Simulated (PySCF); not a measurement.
CH3BrOSn, singlet, at a GFN2-xTB geometry (such geometries of metal compounds can be far from the true shape) (core potentials on Sn); DF-HF/def2-TZVPPD in PySCF.

Here is a job for PySCF.
```python
from pyscf import gto, scf

mol = gto.M(
    atom='''
Sn    0.474138   -0.216090    0.791143
Br   -1.361145    1.034243   -0.423430
O     1.329296   -1.257157   -0.686098
C     1.463499   -1.666110   -2.021241
H     0.730644   -1.171708   -2.662414
H     2.467652   -1.421609   -2.374087
H     1.319538   -2.746773   -2.084351
''',
    basis='def2-tzvppd',
    ecp={'Sn': 'def2-tzvppd'},
    charge=0,
    spin=0,
    verbose=4,
    max_memory=1800,
)

mf = scf.RHF(mol)
mf = mf.density_fit(auxbasis='def2-universal-jkfit')
mf.kernel()
```

The log (banner, timings and long lists left out):

```
PySCF version 2.14.0

[INPUT] verbose = 4
[INPUT] num. atoms = 7
[INPUT] num. electrons = 74
[INPUT] charge = 0
[INPUT] spin (= nelec alpha-beta = 2S) = 0
[INPUT] symmetry False subgroup None
[INPUT] Mole.unit = angstrom
[INPUT] Symbol           X                Y                Z      unit          X                Y                Z       unit  Magmom
[INPUT]  1 Sn     0.474138000000  -0.216090000000   0.791143000000 AA    0.895990965249  -0.408350918257   1.495043595367 Bohr   0.0
[INPUT]  2 Br    -1.361145000000   1.034243000000  -0.423430000000 AA   -2.572191265821   1.954436016249  -0.800166732925 Bohr   0.0
[INPUT]  3 O      1.329296000000  -1.257157000000  -0.686098000000 AA    2.512005378480  -2.375682425580  -1.296537314612 Bohr   0.0
[INPUT]  4 C      1.463499000000  -1.666110000000  -2.021241000000 AA    2.765612293575  -3.148491593399  -3.819591921742 Bohr   0.0
[INPUT]  5 H      0.730644000000  -1.171708000000  -2.662414000000 AA    1.380717054557  -2.214207217962  -5.031233290208 Bohr   0.0
[INPUT]  6 H      2.467652000000  -1.421609000000  -2.374087000000 AA    4.663186450735  -2.686451666217  -4.486374225890 Bohr   0.0
[INPUT]  7 H      1.319538000000  -2.746773000000  -2.084351000000 AA    2.493565430956  -5.190648696350  -3.938852537463 Bohr   0.0

nuclear repulsion = 352.262054330087
number of shells = 85
number of NR pGTOs = 373
number of NR cGTOs = 241
basis = def2-tzvppd
ecp = {'Sn': 'def2-tzvppd'}

******** <class 'pyscf.df.df_jk.DFRHF'> ********
method = DFRHF
initial guess = minao
damping factor = 0
level_shift factor = 0
DIIS = <class 'pyscf.scf.diis.CDIIS'>
diis_start_cycle = 1
diis_space = 8
diis_damp = 0
SCF conv_tol = 1e-09
SCF conv_tol_grad = None
SCF max_cycles = 50
direct_scf = False
Set gradient conv threshold to 3.16228e-05
Initial guess from minao.
******** <class 'pyscf.df.df.DF'> ********
auxbasis = def2-universal-jkfit
init E= -2861.8833012326
  HOMO = -0.583200604265123  LUMO = -0.483678611692165  gap/eV = 2.70813
cycle= 1 E= -2899.67590122027  delta_E= -37.8  |g|= 2.19  |ddm|= 32.3
  HOMO = -0.18788708899499  LUMO = 0.0381913831724754  gap/eV = 6.15191
cycle= 2 E= -2900.18083087395  delta_E= -0.505  |g|= 1.11  |ddm|= 5.34
  HOMO = -0.351284918466108  LUMO = -0.00367110147603514  gap/eV = 9.45905
cycle= 3 E= -2900.36287995544  delta_E= -0.182  |g|= 0.153  |ddm|= 1.41
  HOMO = -0.367686858149851  LUMO = -0.00238666977329638  gap/eV = 9.94032
cycle= 4 E= -2900.36714316636  delta_E= -0.00426  |g|= 0.0641  |ddm|= 0.205
  HOMO = -0.366669747146522  LUMO = -0.0010572667180928  gap/eV = 9.94882
cycle= 5 E= -2900.36796680368  delta_E= -0.000824  |g|= 0.0168  |ddm|= 0.0598
  HOMO = -0.366813139934204  LUMO = -0.000322665818975318  gap/eV = 9.97271
cycle= 6 E= -2900.36811215666  delta_E= -0.000145  |g|= 0.00521  |ddm|= 0.0388
  HOMO = -0.367097608912409  LUMO = -0.000320130142021576  gap/eV = 9.98052
cycle= 7 E= -2900.36812874027  delta_E= -1.66e-05  |g|= 0.00182  |ddm|= 0.012
  HOMO = -0.367106406794584  LUMO = -0.000401507493608279  gap/eV = 9.97855
cycle= 8 E= -2900.36813223648  delta_E= -3.5e-06  |g|= 0.000534  |ddm|= 0.00606
  HOMO = -0.367068872458529  LUMO = -0.000370428451979001  gap/eV = 9.97837
cycle= 9 E= -2900.36813253492  delta_E= -2.98e-07  |g|= 0.000188  |ddm|= 0.00169
  HOMO = -0.36705572966182  LUMO = -0.000371653494438779  gap/eV = 9.97798
cycle= 10 E= -2900.36813255357  delta_E= -1.87e-08  |g|= 5.21e-05  |ddm|= 0.000351
  HOMO = -0.367057566042129  LUMO = -0.000378933999134282  gap/eV = 9.97783
cycle= 11 E= -2900.36813255627  delta_E= -2.7e-09  |g|= 1.69e-05  |ddm|= 0.00016
  HOMO = -0.367058088327055  LUMO = -0.000378552568787345  gap/eV = 9.97786
cycle= 12 E= -2900.36813255651  delta_E= -2.37e-10  |g|= 5.58e-06  |ddm|= 4.89e-05
  HOMO = -0.367058431247192  LUMO = -0.000378999604436572  gap/eV = 9.97786
Extra cycle  E= -2900.36813255654  delta_E= -3.27e-11  |g|= 2.95e-06  |ddm|= 1.3e-05
converged SCF energy = -2900.36813255654
```
